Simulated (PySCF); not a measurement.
## Bonding in `C=C=C=C(CF)C(F)(F)F`

Species: C6H4F4.
Numbering: `[CH2:1]=[C:2]=[C:3]=[C:4]([CH2:5][F:6])[C:7]([F:8])([F:9])[F:10]` (hydrogens: H11, H12 on C1; H13, H14 on C5)

Structure used (GFN2-xTB), in Å, numbered top down from 1:
```xyz
14
C6H4F4 angstrom
C      3.228    0.012   -0.395
C      1.932    0.004   -0.240
C      0.684   -0.006   -0.092
C     -0.619    0.010    0.082
C     -1.366    1.060    0.859
F     -0.516    2.001    1.362
C     -1.496   -1.059   -0.506
F     -2.417   -0.548   -1.348
F     -0.818   -1.983   -1.189
F     -2.197   -1.713    0.443
H      3.732   -0.757   -0.957
H      3.834    0.791    0.039
H     -2.086    1.580    0.212
H     -1.895    0.608    1.708
```

Bond orders from the PBE0/pcSseg-1 density (PySCF). The structure is a single GFN2-xTB conformer in the gas phase; no vibrational or solvent corrections.

Q: How far do the computed orders between heavy atoms stray from the drawn ones?

A: The largest departure is 0.427, at C3–C4 (drawn double, 1.573). Drawn double or triple, more than 0.30 short of the drawn order: C2–C3 (1.675) and C3–C4 (1.573).

Q: Set the Mayer orders of the bonds beside their lengths.

A: 
```tsv
bond	drawn as	length (Å)	Mayer order
C1–C2	double	1.305	2.035
C2–C3	double	1.258	1.675
C3–C4	double	1.314	1.573
C4–C5	single	1.505	0.983
C5–F6	single	1.364	0.937
C4–C7	single	1.503	1.044
C7–F8	single	1.348	0.986
C7–F9	single	1.335	1.036
C7–F10	single	1.348	0.986
C1–H11	single	1.078	0.896
C1–H12	single	1.078	0.897
C5–H13	single	1.098	0.935
C5–H14	single	1.098	0.935
```

Bonds between the same two heavy elements. C–C: lowest C4–C5 (0.983, 1.505 Å), highest C1–C2 (2.035, 1.305 Å); in 1 of the 10 pairs the longer bond (by over 0.003 Å) has the higher order (by 0.02 or more). C–F: lowest C5–F6 (0.937, 1.364 Å), highest C7–F9 (1.036, 1.335 Å).

Q: Sum the orders of all bonds at each heavy atom with more than one neighbour and set the sums beside the valence in the SMILES.

A: C1 3.828 (drawn 4), C2 3.710 (drawn 4), C3 3.248 (drawn 4), C4 3.600 (drawn 4), C5 3.790 (drawn 4), C7 4.052 (drawn 4). Orders between atoms that aren't bonded are not in these sums.

Mayer orders depend on the basis set.
